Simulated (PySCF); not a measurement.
## Relaxation of sextet [RuO2]-

Method: UPBE0/[Ru def2-SVPD with ECP28, O def2-SVPD], scalar-relativistic core potentials, density fitting, no spin–orbit coupling, PySCF. A (50,194) grid was used.

A hand-made end-on start, of Cs symmetry, held to at least that symmetry:

Coordinates in bohr (charge -1 multiplicity 6):
```
Ru   -0.2828    0.0000   -1.0368
O    -0.2828    0.0000    2.6225
O     2.0846    0.0000    3.9831
```

Q: What forces act on the atoms at the start (eV/Å)?

A: 
```csv
atom,Fx,Fy,Fz
Ru1,0.18,0.00,0.49
O2,2.03,0.01,1.07
O3,-2.21,0.00,-1.56
```

Q: What does it relax to?

A: It ends at C2v with O–O 1.430 Å, Ru–O 2.025 Å (×2); O–O–Ru 69.3° (×2), O–Ru–O 41.4°. A frequency run shows a minimum. Other isomers or separated fragments may lie lower.

Q: How much energy is released, and in how many steps?

A: 68.1 kJ/mol in 15 steps.

Open d and f shells are described by one determinant, and the ground state may have another occupation or spin. At this level a doublet minimum of C2v symmetry lies 396 kJ/mol below this structure.

The relaxation took 49 s on 2 threads of a shared AMD EPYC 7R43 64-Core (Zen 3) host, with 80 basis functions and 17 gradients; the process peaked at 0.56 GiB. Launch command: `OMP_NUM_THREADS=2 python axn.py task.json out`.
